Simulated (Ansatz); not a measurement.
Born–Oppenheimer molecular dynamics of C₄H₇FO₂ (14 atoms, charge 0, multiplicity 1). It starts from a relaxed structure.

All numbers below come from RKS B3LYP-D4/STO-3G in Ansatz 0.2.0.

```
ensemble                      : NVE (velocity Verlet)
time step                     : 0.25 fs
steps asked                   : 186
starting velocities drawn for : 300 K
seed                          : 892154
```

Frames 0.5 fs apart, positions in Å, forces in eV/Å.

Velocities at 12.5 fs (Å/ps):

```
C -5.16 1.05 3.92
C -2.39 1.80 1.99
O 4.52 0.04 -3.36
C 3.19 -3.57 4.72
C 0.78 2.26 1.03
O -1.62 -5.80 1.12
F -0.56 2.51 -3.56
H -14.87 -5.28 -6.03
H 7.31 3.65 -8.47
H 12.55 19.05 -8.80
H -4.79 14.60 3.13
H -7.06 5.68 -10.92
H -3.97 -11.09 7.84
H 17.92 -0.95 -12.95
```

```xyz
14
Properties=species:S:1:pos:R:3:forces:R:3 time_fs=12.5 energy_less_start_eV=0.210 T=165
C -0.306 -2.299 1.453 0.50 1.74 0.87
C -0.116 -1.445 0.416 -0.60 -0.47 0.74
O 0.296 -0.104 0.643 0.21 0.12 -1.03
C 0.048 0.713 -0.634 0.17 -0.15 0.58
C 0.744 2.098 -0.370 1.29 -1.74 0.08
O -1.364 0.899 -0.820 -0.77 -0.12 -0.20
F 0.519 0.029 -1.760 0.49 -0.10 0.17
H -0.650 -3.301 1.247 -0.11 -0.65 0.15
H -0.152 -1.946 2.530 -0.19 -0.76 -1.68
H -0.351 -1.750 -0.629 0.34 0.11 0.24
H 0.524 2.792 -1.146 -0.51 1.00 -1.21
H 1.845 1.925 -0.363 -0.56 0.19 0.27
H 0.395 2.477 0.576 -0.13 0.37 0.88
H -1.625 -0.037 -1.183 -0.12 0.45 0.15
14
Properties=species:S:1:pos:R:3:forces:R:3 time_fs=13.0 energy_less_start_eV=0.182 T=183
C -0.309 -2.298 1.455 0.42 1.49 0.51
C -0.117 -1.444 0.417 -0.58 -0.47 0.69
O 0.298 -0.104 0.642 0.24 0.11 -0.93
C 0.050 0.711 -0.631 0.12 -0.03 0.44
C 0.744 2.099 -0.370 0.99 -1.55 -0.01
O -1.365 0.896 -0.820 -0.64 -0.05 -0.15
F 0.519 0.030 -1.762 0.48 -0.10 0.21
H -0.657 -3.304 1.244 -0.02 -0.40 0.23
H -0.149 -1.945 2.523 -0.20 -0.72 -1.45
H -0.344 -1.740 -0.633 0.30 0.05 0.30
H 0.521 2.800 -1.146 -0.48 0.80 -1.01
H 1.841 1.929 -0.368 -0.37 0.17 0.30
H 0.393 2.472 0.581 -0.07 0.35 0.78
H -1.617 -0.037 -1.189 -0.20 0.34 0.11
14
Properties=species:S:1:pos:R:3:forces:R:3 time_fs=13.5 energy_less_start_eV=0.151 T=203
C -0.311 -2.297 1.457 0.29 1.14 0.02
C -0.119 -1.444 0.418 -0.55 -0.46 0.65
O 0.301 -0.104 0.640 0.27 0.10 -0.82
C 0.051 0.709 -0.629 0.06 0.08 0.29
C 0.745 2.100 -0.369 0.58 -1.21 -0.12
O -1.366 0.893 -0.819 -0.51 0.05 -0.08
F 0.519 0.031 -1.764 0.47 -0.10 0.25
H -0.665 -3.308 1.242 0.09 -0.11 0.31
H -0.146 -1.946 2.514 -0.18 -0.62 -1.09
H -0.337 -1.731 -0.637 0.26 -0.02 0.34
H 0.517 2.810 -1.148 -0.41 0.50 -0.69
H 1.836 1.932 -0.372 -0.13 0.14 0.32
H 0.391 2.468 0.587 0.02 0.30 0.59
H -1.608 -0.036 -1.195 -0.27 0.21 0.04
14
Properties=species:S:1:pos:R:3:forces:R:3 time_fs=14.0 energy_less_start_eV=0.131 T=216
C -0.314 -2.296 1.460 0.14 0.73 -0.58
C -0.120 -1.443 0.420 -0.51 -0.43 0.61
O 0.303 -0.104 0.638 0.29 0.08 -0.70
C 0.053 0.708 -0.626 0.00 0.18 0.14
C 0.746 2.100 -0.369 0.10 -0.79 -0.22
O -1.367 0.890 -0.819 -0.38 0.16 0.00
F 0.519 0.032 -1.766 0.46 -0.10 0.29
H -0.672 -3.313 1.240 0.20 0.19 0.38
H -0.143 -1.948 2.502 -0.13 -0.48 -0.60
H -0.329 -1.721 -0.639 0.22 -0.09 0.35
H 0.512 2.822 -1.152 -0.32 0.15 -0.32
H 1.831 1.936 -0.376 0.15 0.10 0.33
H 0.389 2.464 0.596 0.13 0.23 0.34
H -1.601 -0.035 -1.201 -0.34 0.06 -0.02
14
Properties=species:S:1:pos:R:3:forces:R:3 time_fs=14.5 energy_less_start_eV=0.130 T=216
C -0.316 -2.295 1.462 -0.03 0.30 -1.24
C -0.122 -1.442 0.421 -0.46 -0.38 0.58
O 0.306 -0.104 0.636 0.31 0.05 -0.58
C 0.054 0.706 -0.624 -0.06 0.27 -0.01
C 0.747 2.100 -0.368 -0.39 -0.34 -0.29
O -1.368 0.887 -0.818 -0.25 0.28 0.08
F 0.519 0.034 -1.767 0.44 -0.10 0.33
H -0.679 -3.317 1.239 0.30 0.45 0.44
H -0.141 -1.952 2.488 -0.06 -0.30 -0.02
H -0.321 -1.711 -0.641 0.16 -0.16 0.34
H 0.506 2.834 -1.157 -0.21 -0.21 0.06
H 1.826 1.940 -0.379 0.41 0.07 0.33
H 0.387 2.461 0.605 0.24 0.16 0.07
H -1.594 -0.033 -1.207 -0.40 -0.08 -0.09
14
Properties=species:S:1:pos:R:3:forces:R:3 time_fs=15.0 energy_less_start_eV=0.149 T=204
C -0.318 -2.293 1.463 -0.20 -0.10 -1.91
C -0.123 -1.442 0.423 -0.40 -0.31 0.55
O 0.308 -0.104 0.633 0.34 0.02 -0.45
C 0.056 0.704 -0.621 -0.13 0.35 -0.16
C 0.747 2.100 -0.368 -0.84 0.07 -0.32
O -1.369 0.884 -0.817 -0.13 0.38 0.15
F 0.519 0.035 -1.769 0.43 -0.10 0.37
H -0.685 -3.320 1.240 0.38 0.66 0.48
H -0.139 -1.956 2.474 0.02 -0.10 0.61
H -0.312 -1.702 -0.642 0.10 -0.24 0.31
H 0.500 2.845 -1.161 -0.11 -0.54 0.40
H 1.822 1.944 -0.381 0.65 0.04 0.32
H 0.385 2.459 0.614 0.34 0.08 -0.20
H -1.588 -0.032 -1.213 -0.45 -0.20 -0.15
14
Properties=species:S:1:pos:R:3:forces:R:3 time_fs=15.5 energy_less_start_eV=0.183 T=182
C -0.321 -2.292 1.465 -0.34 -0.43 -2.51
C -0.125 -1.441 0.424 -0.34 -0.23 0.51
O 0.310 -0.104 0.631 0.36 -0.01 -0.31
C 0.058 0.703 -0.618 -0.19 0.42 -0.31
C 0.748 2.101 -0.367 -1.19 0.41 -0.31
O -1.370 0.882 -0.817 -0.04 0.44 0.21
F 0.519 0.036 -1.771 0.42 -0.09 0.41
H -0.690 -3.322 1.241 0.43 0.79 0.49
H -0.137 -1.960 2.462 0.11 0.09 1.22
H -0.302 -1.694 -0.642 0.04 -0.32 0.26
H 0.493 2.855 -1.165 -0.02 -0.82 0.68
H 1.819 1.948 -0.382 0.81 0.02 0.31
H 0.385 2.456 0.623 0.43 0.02 -0.44
H -1.583 -0.031 -1.220 -0.48 -0.28 -0.19
14
Properties=species:S:1:pos:R:3:forces:R:3 time_fs=16.0 energy_less_start_eV=0.218 T=160
C -0.323 -2.290 1.466 -0.45 -0.66 -2.94
C -0.127 -1.441 0.426 -0.27 -0.13 0.46
O 0.313 -0.104 0.629 0.38 -0.04 -0.18
C 0.059 0.701 -0.616 -0.26 0.48 -0.46
C 0.748 2.101 -0.367 -1.41 0.65 -0.27
O -1.372 0.879 -0.816 0.04 0.46 0.24
F 0.519 0.037 -1.772 0.41 -0.09 0.44
H -0.695 -3.321 1.244 0.45 0.83 0.48
H -0.135 -1.964 2.453 0.19 0.26 1.70
H -0.293 -1.686 -0.642 -0.02 -0.40 0.20
H 0.486 2.864 -1.167 0.06 -1.03 0.88
H 1.819 1.953 -0.383 0.88 0.01 0.29
H 0.385 2.454 0.630 0.49 -0.03 -0.63
H -1.579 -0.031 -1.227 -0.48 -0.31 -0.21
14
Properties=species:S:1:pos:R:3:forces:R:3 time_fs=16.5 energy_less_start_eV=0.239 T=146
C -0.326 -2.289 1.466 -0.49 -0.75 -3.11
C -0.129 -1.440 0.428 -0.19 -0.02 0.39
O 0.316 -0.104 0.626 0.40 -0.08 -0.04
C 0.061 0.700 -0.614 -0.32 0.53 -0.61
C 0.748 2.101 -0.367 -1.47 0.78 -0.21
O -1.373 0.876 -0.816 0.09 0.43 0.25
F 0.519 0.038 -1.774 0.40 -0.09 0.48
H -0.698 -3.319 1.248 0.44 0.78 0.44
H -0.132 -1.968 2.447 0.23 0.36 1.98
H -0.284 -1.679 -0.641 -0.08 -0.46 0.13
H 0.480 2.869 -1.166 0.11 -1.15 0.99
H 1.820 1.957 -0.383 0.84 0.01 0.26
H 0.387 2.451 0.636 0.52 -0.06 -0.76
H -1.577 -0.031 -1.234 -0.47 -0.28 -0.20
14
Properties=species:S:1:pos:R:3:forces:R:3 time_fs=17.0 energy_less_start_eV=0.240 T=146
C -0.328 -2.288 1.466 -0.45 -0.69 -2.97
C -0.131 -1.440 0.430 -0.12 0.10 0.30
O 0.318 -0.104 0.624 0.41 -0.11 0.09
C 0.062 0.698 -0.611 -0.37 0.56 -0.75
C 0.748 2.102 -0.367 -1.38 0.80 -0.13
O -1.374 0.874 -0.815 0.12 0.36 0.23
F 0.519 0.040 -1.775 0.39 -0.08 0.52
H -0.700 -3.315 1.253 0.39 0.65 0.38
H -0.129 -1.971 2.447 0.22 0.38 1.99
H -0.275 -1.673 -0.640 -0.14 -0.52 0.07
H 0.473 2.872 -1.164 0.14 -1.19 1.02
H 1.824 1.962 -0.382 0.70 0.02 0.23
H 0.390 2.449 0.641 0.52 -0.06 -0.82
H -1.575 -0.033 -1.242 -0.44 -0.21 -0.16
14
Properties=species:S:1:pos:R:3:forces:R:3 time_fs=17.5 energy_less_start_eV=0.221 T=158
C -0.331 -2.287 1.465 -0.33 -0.47 -2.53
C -0.133 -1.440 0.432 -0.04 0.21 0.19
O 0.321 -0.104 0.622 0.43 -0.14 0.22
C 0.064 0.697 -0.609 -0.43 0.58 -0.88
C 0.748 2.103 -0.367 -1.15 0.71 -0.03
O -1.375 0.871 -0.814 0.13 0.26 0.20
F 0.519 0.041 -1.776 0.38 -0.08 0.55
H -0.701 -3.309 1.259 0.31 0.43 0.30
H -0.125 -1.972 2.451 0.17 0.33 1.74
H -0.266 -1.669 -0.638 -0.20 -0.57 0.01
H 0.468 2.872 -1.159 0.15 -1.14 0.95
H 1.829 1.966 -0.381 0.47 0.04 0.19
H 0.394 2.446 0.643 0.49 -0.05 -0.81
H -1.575 -0.035 -1.251 -0.39 -0.09 -0.11
14
Properties=species:S:1:pos:R:3:forces:R:3 time_fs=18.0 energy_less_start_eV=0.194 T=175
C -0.334 -2.287 1.463 -0.15 -0.15 -1.84
C -0.135 -1.439 0.434 0.03 0.33 0.04
O 0.324 -0.104 0.620 0.44 -0.17 0.34
C 0.065 0.696 -0.607 -0.48 0.59 -1.00
C 0.747 2.103 -0.367 -0.81 0.51 0.08
O -1.376 0.869 -0.814 0.13 0.14 0.15
F 0.520 0.042 -1.778 0.37 -0.07 0.58
H -0.702 -3.302 1.265 0.21 0.14 0.20
H -0.120 -1.973 2.459 0.07 0.22 1.27
H -0.258 -1.666 -0.637 -0.24 -0.61 -0.03
H 0.462 2.870 -1.152 0.12 -1.01 0.81
H 1.835 1.970 -0.379 0.19 0.06 0.15
H 0.399 2.443 0.644 0.43 -0.01 -0.72
H -1.575 -0.036 -1.260 -0.33 0.05 -0.03
```

Of the whole run (46 fs, mean temperature of the second half 157 K): The conserved energy stayed within 0.062 meV per atom of its start (net change 0.024 meV per atom), so the integration is sound. A run of 0.046 ps of so small a system gives no equilibrium averages. Limits of this set-up: minimal basis.

The run took 23 min on 1 thread of Intel(R) Xeon(R) Processor @ 2.50GHz (Skylake/Cascade Lake), on a shared host, peak memory 0.13 GiB.
